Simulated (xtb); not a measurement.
C₂H₆Te, triplet, at the geometry of the source list (a higher spin typed on purpose: for a closed-shell molecule this is an excited state); GFN0-xTB run with xtb.

Input for xtb:
```
$ xtb mol.xyz --gfn 0 --uhf 2 --hess --json

# file mol.xyz
9

C      1.58710000    -0.09640000     0.02730000
Te     0.06580000     0.68660000    -1.30570000
C     -1.58550000     0.10180000    -0.03050000
H      2.04770000    -0.97560000    -0.40480000
H      2.34410000     0.65480000     0.20250000
H      1.12590000    -0.36030000     0.96760000
H     -1.21530000    -0.55540000     0.74240000
H     -2.32110000    -0.42430000    -0.62090000
H     -2.04860000     0.96880000     0.42210000
```

Predict the main parts of the log of this xtb run.


```
   ID    Z sym.   atoms
    1    6 C      1, 3
    2   52 Te     2
    3    1 H      4-9

           -------------------------------------------------
          |                Calculation Setup                |
           -------------------------------------------------

           -------------------------------------------------
          |                 G F N 0 - x T B                 |
           -------------------------------------------------

          ...................................................
          :                      SETUP                      :
          :.................................................:
          :  # basis functions                  30          :
          :  # atomic orbitals                  29          :
          :  # shells                           19          :
          :  # electrons                        20          :
          :  electronic temp.          300.0000000     K    :
          :  accuracy                    1.0000000          :
          :  -> integral cutoff          0.2500000E+02      :
          :  -> integral neglect         0.1000000E-07      :
          ...................................................

         :::::::::::::::::::::::::::::::::::::::::::::::::::::
         ::                     SUMMARY                     ::
         :::::::::::::::::::::::::::::::::::::::::::::::::::::
         :: total energy             -10.589445365890 Eh    ::
         :: gradient norm              0.092404916742 Eh/a0 ::
         :: HOMO-LUMO gap              1.313140189044 eV    ::
         ::.................................................::
         :: H0 energy                -10.711322932457 Eh    ::
         :: repulsion energy           0.135999537719 Eh    ::
         :: electrostat energy        -0.012355978723 Eh    ::
         :: -> Gsolv                   0.000000000000 Eh    ::
         ::    -> Gsasa                0.000000000000 Eh    ::
         ::    -> Gshift               0.000000000000 Eh    ::
         :: dispersion energy         -0.001765992429 Eh    ::
         :: short-range corr.          0.000000000000 Eh    ::
         :: add. restraining           0.000000000000 Eh    ::
         :: total charge               0.000000000000 e     ::
         :::::::::::::::::::::::::::::::::::::::::::::::::::::

           -------------------------------------------------
          |                Numerical Hessian                |
           -------------------------------------------------
step length          :   0.00500
SCC accuracy         :   0.30000
Hessian scale factor :   1.00000
frozen atoms in %    :   0.00000    0
RMS gradient         :   0.09240 !! INCOMPLETELY OPTIMIZED GEOMETRY !!
estimated CPU  time      0.00 min

writing file <hessian>.

 projected vibrational frequencies (cm⁻¹)
eigval :       -0.00    -0.00     0.00     0.00     0.00     0.00
eigval :     -432.11  -356.81  -306.87   140.62   521.09   557.32
eigval :      612.79   629.57   712.32  1159.78  1170.23  1378.90
eigval :     1384.51  1388.64  1392.19  3168.11  3172.16  3195.21
eigval :     3199.36  3205.65  3211.49
           -------------------------------------------------
          |                Property Printout                |
           -------------------------------------------------

    * Orbital Energies and Occupations

         #    Occupation            Energy/Eh            Energy/eV
      -------------------------------------------------------------
         1        2.0000           -0.7092475             -19.2996
         2        2.0000           -0.6202084             -16.8767
         3        2.0000           -0.6186719             -16.8349
         4        2.0000           -0.5379749             -14.6390
         5        2.0000           -0.5326902             -14.4952
         6        2.0000           -0.5290848             -14.3971
         7        2.0000           -0.5235896             -14.2476
[...]
  25:  0.00  26:  0.00  27:  0.00
 output can be read by thermo (or use thermo option).
 writing <g98.out> molden fake output.
 recommended (thermochemical) frequency scaling factor: 1.0
           -------------------------------------------------
          |             Thermodynamic Functions             |
Molecule has the following symmetry elements: (C2)
It seems to be the C2 point group
           -------------------------------------------------

c2  symmetry found (for desy threshold:  0.10E+00) used in thermo

          ...................................................
          :                      SETUP                      :
          :.................................................:
          :  # frequencies                          18      :
          :  # imaginary freq.                       3      :
          :  linear?                             false      :
          :  only rotor calc.                    false      :
          :  symmetry                               c2      :
          :  rotational number                       2      :
          :  scaling factor                  1.0000000      :
          :  rotor cutoff                   50.0000000 cm⁻¹ :
          :  imag. cutoff                  -20.0000000 cm⁻¹ :
          :.................................................:

    mode    ω/cm⁻¹     T·S(HO)/kcal·mol⁻¹    T·S(FR)/kcal·mol⁻¹   T·S(vib)
   ------------------------------------------------------------------------
       1    140.62    -0.83347 ( 98.43%)    -0.74986 (  1.57%)    -0.83215
   ------------------------------------------------------------------------

   temp. (K)  partition function   enthalpy   heat capacity  entropy
                                   cal/mol     cal/K/mol   cal/K/mol   J/K/mol
 298.15  VIB   2.75                  959.556      7.908      5.221
         ROT  0.331E+05              888.752      2.981     23.662
         INT  0.909E+05             1848.308     10.889     28.884
         TR   0.192E+28             1481.254      4.968     41.057
         TOT                        3329.5621    15.8571    69.9403   292.6303

       T/K    H(0)-H(T)+PV         H(T)/Eh          T*S/Eh         G(T)/Eh
   ------------------------------------------------------------------------
    298.15    0.530600E-02    0.741065E-01    0.332309E-01    0.408756E-01
   ------------------------------------------------------------------------

         :::::::::::::::::::::::::::::::::::::::::::::::::::::
         ::                  THERMODYNAMIC                  ::
         :::::::::::::::::::::::::::::::::::::::::::::::::::::
         :: total free energy         -10.548569792450 Eh   ::
         ::.................................................::
         :: total energy              -10.589445365890 Eh   ::
         :: zero point energy           0.068800481034 Eh   ::
         :: G(RRHO) w/o ZPVE           -0.027924907595 Eh   ::
         :: G(RRHO) contrib.            0.040875573439 Eh   ::
         :::::::::::::::::::::::::::::::::::::::::::::::::::::
imag cut-off (cm-1) :    5.00
 found            3  significant imaginary frequencies
 writing imag mode distorted coords to xtbhess.xyz
 for further optimization.

           -------------------------------------------------
          | TOTAL ENERGY              -10.589445365890 Eh   |
          | TOTAL ENTHALPY            -10.515338889852 Eh   |
          | TOTAL FREE ENERGY         -10.548569792450 Eh   |
          | GRADIENT NORM               0.092404916742 Eh/α |
          | HOMO-LUMO GAP               1.313140189044 eV   |
           -------------------------------------------------
########################################################################
[WARNING] Runtime exception occurred
-1- hessian_numhess: Hessian on incompletely optimized geometry!
########################################################################

normal termination of xtb
```
